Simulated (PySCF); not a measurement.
C3H8FNSi, SMILES C=C[Si@H](F)NC.

Geometry optimised at ωB97X-D3(BJ)/def2-SVP. The structure was generated by enumeration; whether it is a known compound was not checked. The values are those of a single conformer.

Level of theory: PySCF with PBE/def2-TZVP.

Gas-phase values at a fixed geometry.

```
Quantity                                                                                                       Result
---------------------------------------------------------------------------------------------  ----------------------
total energy                                                                                       -562.93340 hartree
highest occupied level                                                                                       -5.79 eV
lowest empty level                                                                                           -1.62 eV
orbital gap                                                                                                   4.17 eV
dipole moment                                                                                               0.410 e·Å
quadrupole, principal values (traceless, Buckingham form, about the centre of nuclear charge)  -5.46, -0.72, 6.18 D·Å
mean static polarisability                                                                      70.7 bohr³ (10.48 Å³)
polarisability, principal values                                                               57.4, 60.7, 94.1 bohr³
```
